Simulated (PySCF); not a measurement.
**`C=C1COC=C(Cl)C1=C`, C7H7ClO**

Geometry (Å), atoms numbered from 1 in this order:
```xyz
16

C     0.1681   -2.0579    0.4203
C    -0.1337   -0.8415   -0.0142
C    -1.4867   -0.5050   -0.5806
O    -2.0700    0.6643   -0.0227
C    -1.2184    1.6752    0.2301
C     0.1175    1.5717    0.2061
Cl    1.0628    2.9949    0.4959
C     0.8001    0.3000    0.0181
C     2.1250    0.1743   -0.0852
H    -0.5489   -2.8601    0.3915
H     1.1377   -2.2933    0.8210
H    -1.3831   -0.3501   -1.6670
H    -2.2052   -1.3081   -0.4065
H    -1.7338    2.5982    0.4508
H     2.5876   -0.7847   -0.2296
H     2.7732    1.0310   -0.0396
```

Level of theory: GIAO B3LYP/6-31G* magnetisability, rotational g tensor and spin-rotation constants, non-relativistic, gas phase in PySCF. Geometry: GFN2-xTB.

Q: Give the nuclear spin-rotation constants along the inertial axes (H = +C I·J) beside the isotropic shieldings.

A: Rotational constants 2.2738, 1.1861, 0.8095 GHz. A star marks the isotopologue with that one atom substituted, in its own axes.
```csv
atom,isotope,Caa (kHz),Cbb (kHz),Ccc (kHz),mean (kHz),σ (ppm)
Cl7,35Cl,0.162,0.311,0.181,0.218,831.9
H10,1H,0.149,-0.112,-0.097,-0.020,27.6
H11,1H,-0.220,0.068,-0.080,-0.077,27.1
H12,1H,-0.231,-0.130,0.049,-0.104,27.8
H13,1H,0.086,-0.109,-0.083,-0.035,28.0
H14,1H,-0.079,0.021,-0.087,-0.048,26.0
H15,1H,-0.064,0.012,-0.100,-0.051,27.4
H16,1H,0.160,-0.110,-0.097,-0.016,27.5
C1,13C*,0.722,0.368,0.140,0.410,85.5
C2,13C*,0.861,0.455,0.130,0.482,59.8
C3,13C*,0.470,0.241,0.176,0.295,123.3
O4,17O*,-0.401,-0.227,-0.061,-0.230,215.3
C5,13C*,0.940,0.386,0.166,0.497,54.0
C6,13C*,0.902,0.297,0.149,0.449,80.0
C8,13C*,1.028,0.396,0.102,0.508,62.6
C9,13C*,0.822,0.350,0.102,0.425,89.9
```
For the geometry as given, no vibrational averaging.
